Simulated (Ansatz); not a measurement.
```yaml
crystal:
  periodic: [false, false, false]
  atoms:
    - {symbol: Sn, position_ang: [-0.000000, -0.000011, 0.000003]}
    - {symbol: I, position_ang: [0.010648, -0.017206, 2.677939]}
    - {symbol: I, position_ang: [2.521278, 0.010793, -0.902653]}
    - {symbol: I, position_ang: [-1.270265, 2.189753, -0.873563]}
    - {symbol: I, position_ang: [-1.261661, -2.183318, -0.901735]}
basis:
  gaussian: {orbitals: def2-SVP}
hamiltonian: {xc: {name: SPW92}}
scf: {omitted_lower_state_checks: [starts]}
```

```sh
$ ansatz run in.yaml --threads 4 --pin off --events-out ev --progress --plain --max-ram 8704MiB
```

Shortened log:

```
Functional definition: SPW92
1555 factors; their error is unknown
mean field evaluation 1: about -38184.9520 eV, gradient 1.4e1 eV
mean field evaluation 2: about -38184.2839 eV, gradient 2.1e1 eV
mean field evaluation 4: about -38185.4814 eV, gradient 1.3e0 eV
mean field evaluation 8: about -38185.4794 eV, gradient 5.3e-3 eV
mean field -38185.47943362 eV, -1403.2904861381 hartree, gradient 6.0e-5 eV, S^2 0.000000; 0 other end points of the search recorded, 0 dependent functions left out
reference -38185.47946629 eV, -1403.2904873385 hartree; 61, 61 occupied and 69, 69 virtual orbitals, 1555 factors
Total energy: -38185.47946629 eV, -1403.2904873385 hartree
Checks for a lower state left out: starts
```

Hardware: 4 threads of Intel Xeon 6975P-C on a shared host. Wall time 0.7 s.

In the def2 sets I, Sn take a core potential; there is no spin–orbit coupling.
